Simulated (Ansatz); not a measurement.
Gas-phase electronic energies from Ansatz, PBE0-D4/def2-TZVP geometries. CCSD(T)/CBS is the MP2 limit (def2-TZVPP, def2-QZVPP) plus CCSD(T) − MP2 in def2-TZVPP, frozen cores. This one scheme is used for every species. DFT in def2-TZVPP. B3LYP here is the variant with VWN-RPA as its local correlation; programs differ in this. For Se outer-core shells are correlated without core-valence functions, which leaves a few kJ/mol of doubt a bond. Scalar relativity is left out up to krypton. Each species was taken in one conformer, which may not be the lowest.

Reaction (cleavage of the B–B bond): `FBB(F)F` + `C[SeH]` → `C[Se]BF` + `FBF`

`FBB(F)F`:

Cartesian coordinates in Å:
```
F -0.603 -0.690 -1.664
B -0.594 -0.532 -0.351
B 0.564 0.510 0.375
F 0.312 1.789 0.591
F 1.741 0.069 0.782
H -1.421 -1.146 0.266
```

`C[SeH]`:

```xyz
6

C     0.386   -0.059   -0.382
Se   -0.729   -0.638    1.108
H    -0.228    0.191   -1.244
H     1.022   -0.908   -0.627
H     1.007    0.784   -0.090
H    -1.458    0.630    1.235
```

`C[Se]BF`:

```xyz
8

C     0.967    0.844    0.290
Se   -0.977    0.740    0.411
B    -1.218   -1.012   -0.342
F    -2.440   -1.504   -0.452
H     1.344   -0.071   -0.161
H     1.232    1.701   -0.326
H     1.374    0.964    1.291
H    -0.282   -1.662   -0.711
```

`FBF`:

Z-matrix (Å, degrees):
```
B
F 1 1.313
F 1 1.313 2 118.1
H 1 1.191 2 121.0 3 180.0
```

CCSD(T)/CBS gives -27.6 kcal/mol.

**Question.** Another level gave -26.4 kcal/mol. Which?
A. r2SCAN/def2-TZVPP
B. B3LYP-D4/def2-TZVPP
C. MP2/def2-TZVPP
D. LC-ωPBE/def2-TZVPP

**Answer.** B. B3LYP-D4 -26.4, MP2/def2-TZVPP -29.6, LC-ωPBE -24.9, r2SCAN -28.3 kcal/mol.

Largest T1 diagnostic among the species: 0.014.

The D4 term adds −0.8 kcal/mol with B3LYP and −0.4 kcal/mol with PBE0; it sums over pairs of atoms, weighted by their polarisabilities, and B3LYP, whose exchange is more repulsive, gets the larger term. Leaving LDA and LC-ωPBE aside and taking each functional with its dispersion term where it has one, the values, not all of them listed here, spread over 3.0 kcal/mol, from r2SCAN-D4 to ωB97X-V. LDA lies −1.6 kcal/mol from PBE without D4.
